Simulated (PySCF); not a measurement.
# TDDFT excited states: C5H6ClPS

C5H6ClPS.
SMILES: `CCc1csc(Cl)p1`

Level of theory: PySCF 2.14.0, density-fitted response routines, TDDFT PBE0/def2-SVPD, vertical, gas phase, core orbitals frozen in the response. Geometry: GFN2-xTB, one conformer, isolated molecule. Torsions of this conformer, `[CH3:1][CH2:2][c:3]1[cH:4][s:5][c:6]([Cl:7])[p:8]1`: C1–C2–C3–C4 -110°.

```csv
state,E (eV),λ (nm),f,|μ| (D),"main configurations (H = HOMO, L = LUMO)"
S1,4.58,270.6,0.097,2.37,"H→L (77%), H-1→L (19%)"
S2,4.82,257.1,0.088,2.20,"H-1→L (68%), H→L (18%), H→L+2 (10%)"
S3,5.19,238.7,0.0060,0.55,H-2→L (93%)
S4,5.28,234.9,0.0007,0.19,H→L+1 (88%)
S5,5.66,219.2,0.0005,0.15,H-1→L+1 (93%)
S6,5.87,211.1,0.0011,0.22,H-3→L (98%)
```

Triplets, Tamm–Dancoff:

```tsv
state	E (eV)	λ (nm)	main configurations (H = HOMO, L = LUMO)
T1	2.83	437.9	H→L (96%)
T2	3.77	329.3	H-1→L (94%)
```

The lowest singlet lies at 4.58 eV (271 nm, ultraviolet) and is of moderate strength; its leading configuration is HOMO→LUMO (77%). The lowest level is also the most intense of those listed (f = 0.097). Löwdin shares by element: HOMO carbon 43% or more, phosphorus 24%, chlorine 18%; LUMO phosphorus 29%, carbon 28% or more, sulfur 19%, chlorine 8% (atoms not listed hold the other 16%). Orbital energies (eV): HOMO-3 -8.99, HOMO-2 -8.22, HOMO-1 -7.33, HOMO -6.86, LUMO -1.67, LUMO+1 -0.22, LUMO+2 -0.10. Weighted by f, the mean energy of these states is 4.72 eV. The listed states span 1.29 eV. Singlets were solved by full linear response, triplets in the Tamm–Dancoff approximation.
